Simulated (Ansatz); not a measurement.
Ansatz (a quantum-chemistry and plane-wave program) input for C2H8AlN, SMILES C[N](C)[AlH2], PBE/def2-SVPD. The structure is a stationary point at PBE0-D3(BJ)/def2-SVP. The structure was generated by enumeration; whether it is a known compound was not checked.

Ansatz 0.2 input:
```yaml
crystal:
  periodic: [false, false, false]
  atoms:
    - {symbol: Al, position_ang: [-0.00000000, 0.00000000, 1.47231470]}
    - {symbol: H, position_ang: [0.00000000, 1.41046339, 2.20101643]}
    - {symbol: H, position_ang: [-0.00000000, -1.41046337, 2.20101645]}
    - {symbol: N, position_ang: [0.00000000, 0.00000000, -0.31301746]}
    - {symbol: C, position_ang: [-0.00000000, -1.20141662, -1.11083644]}
    - {symbol: C, position_ang: [-0.00000000, 1.20141661, -1.11083644]}
    - {symbol: H, position_ang: [-0.88957234, -1.25929269, -1.76908687]}
    - {symbol: H, position_ang: [0.88957234, -1.25929268, -1.76908687]}
    - {symbol: H, position_ang: [-0.00000001, -2.09831630, -0.47230847]}
    - {symbol: H, position_ang: [0.88957234, 1.25929267, -1.76908688]}
    - {symbol: H, position_ang: [-0.88957234, 1.25929268, -1.76908688]}
    - {symbol: H, position_ang: [-0.00000000, 2.09831630, -0.47230848]}
basis:
  gaussian:
    orbitals: def2-SVPD
hamiltonian:
  xc: {name: PBE}
```

Log of the run:

```
WARN ansatz: RAYON_NUM_THREADS=1 ignored (pool sized by the plan → 1); use --threads N
Functional definition: PBE
integrals: 0.07 GiB planned
1254 factors; their error is unknown
mean field: 0.53 GiB planned
mean field evaluation 1: about -10266.7361 eV, gradient 6.8e1 eV
mean field evaluation 2: about -10204.3840 eV, gradient 1.5e2 eV
mean field evaluation 4: about -10277.8930 eV, gradient 1.4e1 eV
mean field evaluation 8: about -10278.2680 eV, gradient 1.8e-1 eV
mean field evaluation 16: about -10278.1907 eV, gradient 4.8e-5 eV
mean field -10278.19069528 eV, -377.7165412436 hartree, gradient 4.0e-5 eV, S^2 0.000000; 0 other end points of the search recorded, 0 dependent functions left out
reference -10278.19074946 eV, -377.7165432347 hartree; 20, 20 occupied and 128, 128 virtual orbitals, 1254 factors
Total energy: -10278.19074946 eV, -377.7165432347 hartree
```

The calculation finished and met its thresholds.

Cost: around 2.3 core-seconds (rough).
